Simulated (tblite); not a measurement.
Record of a relaxation.

Compound: C5H13BCl2N2.
Atom-mapped SMILES: `[CH3:1][N@@H+:2]([BH2-:3][CH:4]([Cl:5])[Cl:6])[C@H:7]1[CH2:8][C@@H:9]1[NH2:10]` (hydrogens: H11, H12, H13 on C1; H14 on N2; H15, H16 on B3; H17 on C4; H18 on C7; H19, H20 on C8; H21 on C9; H22, H23 on N10)

Computed with GFN2-xTB (tblite), gas phase: L-BFGS steps from a force-field or distance-geometry start until the largest atomic force falls under 0.01 eV/Å. 4 of its 106 geometries are shown.

Step 0: E = -910.9578 eV, largest atomic force 1.730 eV/Å
```
atom  x, y, z in Å  |  force x, y, z in eV/Å
C1      0.841   -1.837   -1.170   -0.540  -0.707  -0.293
N2      0.535   -0.768   -0.201   -0.156  -0.458  -0.284
B3      1.777    0.181   -0.075    1.221   0.474  -0.610
C4      1.661    1.194    1.174   -0.465  -0.015  -0.020
Cl5     1.696    0.282    2.725   -0.273   0.228  -0.012
Cl6     3.031    2.316    1.152   -0.125   0.096   0.148
C7     -0.654   -0.019   -0.641   -0.746  -0.927   1.173
C8     -1.976   -0.733   -0.369    0.046   0.023  -0.015
C9     -1.574    0.449    0.481   -0.446   0.389  -0.932
N10    -2.310    1.666    0.147    0.492   0.320   1.627
H11     1.030   -1.414   -2.182   -0.040  -0.209   0.861
H12     1.709   -2.438   -0.846   -0.319   0.535  -0.159
H13    -0.029   -2.538   -1.239    0.527   0.492  -0.079
H14     0.384   -1.233    0.733   -0.048   0.779  -1.037
H15     2.767   -0.445    0.048    0.129  -0.458   0.128
H16     1.875    0.828   -1.067   -0.267   0.078  -0.156
H17     0.731    1.786    1.130    0.406   0.009   0.471
H18    -0.609    0.564   -1.580    0.372  -0.410   0.950
H19    -2.772   -0.526   -1.122    0.654  -0.606   0.945
H20    -1.912   -1.707    0.167   -0.390   0.756  -0.906
H21    -1.320    0.256    1.546    0.062   0.191  -0.741
H22    -1.720    2.476    0.457   -0.746  -0.685  -0.446
H23    -3.165    1.688    0.740    0.653   0.103  -0.613
```

Step 35: E = -911.5133 eV, largest atomic force 0.053 eV/Å
```
atom  x, y, z in Å  |  force x, y, z in eV/Å
C1      0.813   -1.877   -1.155    0.005   0.021   0.008
N2      0.586   -0.754   -0.243    0.006   0.026   0.009
B3      1.862    0.253   -0.207   -0.012  -0.002   0.009
C4      1.619    1.205    1.102    0.002   0.012   0.035
Cl5     1.292    0.224    2.578   -0.007  -0.012   0.023
Cl6     3.022    2.238    1.438    0.032   0.006   0.006
C7     -0.654   -0.075   -0.565   -0.019  -0.036  -0.034
C8     -1.971   -0.757   -0.326   -0.035   0.012   0.037
C9     -1.580    0.438    0.499    0.024   0.002  -0.009
N10    -2.239    1.678    0.212    0.007  -0.009   0.011
H11     1.006   -1.480   -2.149   -0.005  -0.021  -0.023
H12     1.685   -2.439   -0.832    0.007   0.007  -0.006
H13    -0.055   -2.537   -1.192    0.003  -0.005  -0.005
H14     0.526   -1.105    0.716   -0.019   0.003   0.007
H15     2.831   -0.415   -0.075    0.018  -0.017   0.008
H16     1.850    0.903   -1.197    0.000   0.021  -0.012
H17     0.767    1.883    1.036    0.003   0.026  -0.022
H18    -0.568    0.536   -1.453   -0.007  -0.019  -0.018
H19    -2.746   -0.629   -1.064    0.001   0.007   0.006
H20    -1.974   -1.718    0.166   -0.008  -0.007  -0.016
H21    -1.299    0.237    1.535    0.001   0.000  -0.014
H22    -1.660    2.467    0.476    0.003   0.006  -0.006
H23    -3.118    1.752    0.711   -0.001  -0.020   0.006
```

Step 70: E = -911.5184 eV, largest atomic force 0.025 eV/Å
```
atom  x, y, z in Å  |  force x, y, z in eV/Å
C1      0.825   -1.870   -1.159   -0.004  -0.003   0.000
N2      0.577   -0.746   -0.252    0.007   0.002  -0.001
B3      1.852    0.264   -0.203   -0.005  -0.005   0.002
C4      1.633    1.208    1.118   -0.005   0.003   0.024
Cl5     1.244    0.231    2.582    0.002   0.000  -0.006
Cl6     3.087    2.164    1.482   -0.003  -0.006  -0.006
C7     -0.671   -0.087   -0.585    0.005   0.003   0.001
C8     -1.984   -0.766   -0.313    0.002  -0.003   0.001
C9     -1.580    0.441    0.487    0.003   0.000  -0.003
N10    -2.253    1.673    0.202    0.003  -0.003   0.003
H11     0.989   -1.481   -2.162   -0.001  -0.001   0.002
H12     1.720   -2.399   -0.844   -0.002  -0.001  -0.004
H13    -0.021   -2.559   -1.175   -0.007   0.000  -0.001
H14     0.507   -1.098    0.706    0.010   0.006  -0.001
H15     2.819   -0.411   -0.081    0.009  -0.002  -0.002
H16     1.840    0.927   -1.185   -0.002   0.005  -0.002
H17     0.820    1.933    1.048   -0.005   0.003   0.002
H18    -0.597    0.503   -1.488    0.001   0.000  -0.005
H19    -2.769   -0.645   -1.041    0.000   0.001   0.000
H20    -1.980   -1.724    0.185   -0.004  -0.004   0.006
H21    -1.276    0.253    1.518   -0.001   0.004  -0.002
H22    -1.669    2.469    0.438   -0.005   0.002  -0.006
H23    -3.116    1.747    0.730    0.003  -0.002  -0.003
```

Step 105: E = -911.5196 eV, largest atomic force 0.008 eV/Å
```
atom  x, y, z in Å  |  force x, y, z in eV/Å
C1      0.825   -1.863   -1.163    0.002  -0.004  -0.003
N2      0.578   -0.736   -0.260   -0.001  -0.007  -0.001
B3      1.844    0.284   -0.207   -0.004  -0.003  -0.003
C4      1.643    1.181    1.152    0.004   0.006   0.004
Cl5     1.267    0.152    2.584    0.000  -0.001   0.001
Cl6     3.105    2.117    1.531   -0.002   0.000   0.000
C7     -0.678   -0.092   -0.593    0.002   0.000   0.004
C8     -1.979   -0.776   -0.279   -0.001  -0.001  -0.003
C9     -1.576    0.462    0.474    0.003   0.001  -0.001
N10    -2.269    1.674    0.155    0.003   0.000   0.003
H11     0.981   -1.478   -2.169    0.002   0.000   0.000
H12     1.723   -2.389   -0.852    0.001   0.000   0.001
H13    -0.021   -2.553   -1.170    0.004   0.000  -0.003
H14     0.514   -1.084    0.700    0.002  -0.003   0.000
H15     2.820   -0.385   -0.128    0.002   0.004   0.002
H16     1.807    0.982   -1.164   -0.006   0.002  -0.003
H17     0.832    1.910    1.119    0.001   0.002   0.000
H18    -0.622    0.468   -1.517   -0.002   0.000   0.004
H19    -2.777   -0.688   -0.998   -0.004   0.004  -0.002
H20    -1.955   -1.717    0.251   -0.005  -0.001   0.003
H21    -1.256    0.311    1.506   -0.002   0.004  -0.001
H22    -1.689    2.485    0.340    0.001  -0.001  -0.001
H23    -3.119    1.761    0.700    0.002   0.000  -0.001
```

Problem. Summarise the path.

Solution. The energy falls by 54.21 kJ/mol from step 0 to step 105; nine tenths of that is first reached at step 13. It falls at every step. The largest force goes from 1.730 to 0.008 eV/Å. Among the bonds N2–B3 changes most, from 1.568 to 1.627 Å; the atoms move by 0.177 Å rms after alignment.

The cost below is that of the whole relaxation. Time: 1.2 s of wall time. Hardware: Arm Neoverse V1, one thread, shared host.
